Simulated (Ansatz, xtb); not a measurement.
Species: C2H3O (charge -1, singlet). It need not be the lowest isomer of its formula. Whether it binds its extra electron was not tested at this geometry. 
Structure (B3LYP-D3(BJ)/def2-TZVP (Ansatz, an electronic-structure program) minimum search):
```xyz
6

C      1.1912     0.0244     0.0032
C     -0.0166    -0.3001     0.5189
O     -1.0756     0.1804    -0.3534
H      1.3254     0.5728    -0.9412
H      2.0986    -0.2600     0.5301
H     -1.8664    -0.1020     0.1056
```
Charge -1, spin multiplicity 1.

Harmonic wavenumbers from GFN2-xTB (xtb, at its own minimum), cm⁻¹: 318, 411, 714, 771, 806, 1017, 1129, 1409, 1564, 2630, 2868, 3555.

Question: Give the harmonic wavenumbers at B3LYP-D3(BJ)/def2-TZVP (Ansatz, finite differences of forces, unscaled).

Answer: 450, 486, 681, 750, 812, 1037, 1174, 1363, 1545, 2944, 3113, 3861 cm⁻¹. Zero-point energy 26.0 kcal/mol.

Question: From these and the geometry, give the ideal-gas thermochemistry at 298.15 K and 1 atm (rigid rotor, harmonic oscillator).

Answer: Point group Cs, rotational symmetry number 1. Rotational constants 67.93, 10.93, 9.419 GHz. S(trans) 37.21, S(rot) 21.36, S(vib) 2.43, S(elec, spin only) 0.00, S 61.0 cal/(mol K). H(298) - H(0) 2.90 kcal/mol; G - E(el) 10.8 kcal/mol.
